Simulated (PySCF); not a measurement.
Compound: (Br2B-mu-NH2)2.
Structure used (PBE0-D3(BJ)/def2-SVP), in Å, numbered top down from 1:
```
atom  x, y, z in Å
B1    -0.249    0.444   -0.967
Br2   -1.815    1.633   -1.193
Br3    0.824    0.116   -2.597
N4    -0.643   -0.912   -0.242
B5     0.270   -0.459    0.975
Br6    1.836   -1.646    1.199
Br7   -0.802   -0.132    2.607
N8     0.661    0.899    0.251
H9    -0.324   -1.756   -0.720
H10   -1.634   -0.999   -0.017
H11    1.653    0.990    0.028
H12    0.339    1.741    0.728
```

Theory: PySCF, PBE0-D3(BJ)/def2-SVP geometry optimisation, gas phase.

Masses are those of the commonest isotopes; rigid-rotor values at the optimised geometry. The values belong to one conformer.

Problem. Give the principal moments of inertia and the rotational constants in GHz.

Solution. Ia = 938.07, Ib = 1540.06, Ic = 2380.84 u·Å²; 505379 MHz·u·Å²/I gives 538.7, 328.2 and 212.3 MHz, that is A = 0.5387, B = 0.3282, C = 0.2123 GHz.

Problem. What kind of rotor is it?

Solution. An asymmetric top: κ = (2 × 328.2 − 538.7 − 212.3)/(538.7 − 212.3) = -0.29.

Problem. What does the inertial defect say?

Solution. Not planar: Δ = Ic − Ia − Ib = -97.28 u·Å². For a rigid frame Δ = −2 Σ m c², so Σ m c² = 48.64 u·Å² lies off the ab plane: 12.08 from hydrogen and 36.56 from heavier atoms. The atom farthest from that plane is 1.73 Å away.

Problem. List the rotational levels J(Ka,Kc) to J = 4 (MHz).

Solution. Above 0(0,0):
J = 1: 1(0,1) 540, 1(1,1) 751, 1(1,0) 867
J = 2: 2(0,2) 1585, 2(1,2) 1716, 2(1,1) 2064, 2(2,1) 2695, 2(2,0) 2732
J = 3: 3(0,3) 3080, 3(1,3) 3143, 3(1,2) 3831, 3(2,2) 4317, 3(2,1) 4480, 3(3,1) 5679, 3(3,0) 5687
J = 4: 4(0,4) 4992, 4(1,4) 5018, 4(1,3) 6127, 4(2,3) 6449, 4(2,2) 6860, 4(3,2) 7896, 4(3,1) 7946, 4(4,1) 9730, 4(4,0) 9731

The point group D2h allows no dipole (computed: 0.00 D), so a rigid rotor has no electric-dipole lines.

Not checked by PBE0-D3(BJ)/def2-SVP frequencies. These are rigid-rotor constants of the computed structure; measured ground-state constants (B0) also hold zero-point vibration. Quadrupole hyperfine structure (11B, 14N, 79Br) is left out.
